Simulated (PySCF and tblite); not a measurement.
Values are calculated unless marked as measured or tabulated.
System: C₂H₁₁OPSi₃, numbered as in [CH3:1][C@@H:2]1[SiH2:3][O:4][SiH2:5][PH:6][SiH2:7]1.

Motion: pyramidal inversion at P6. GFN2-xTB gives an electronic barrier of 16.4 kcal/mol and a reaction energy of 0.7 kcal/mol.

revPBE/pcSseg-1 + D3(BJ) on GFN2-xTB geometries gives 17.1 kcal/mol and k(298 K) = 5.2 s⁻¹.

Task: What does HSE06/pcSseg-1 + D3(BJ) give on GFN2-xTB geometries?

Result: A barrier of 16.2 kcal/mol, 0.8 below the first DFT barrier (from unrounded values), a reaction energy of -1.3 kcal/mol and, with GFN2-xTB thermal terms, ΔG‡(298 K) = 15.7 kcal/mol and k = 21 s⁻¹ (1 equivalent path).

Programs: tblite and PySCF.
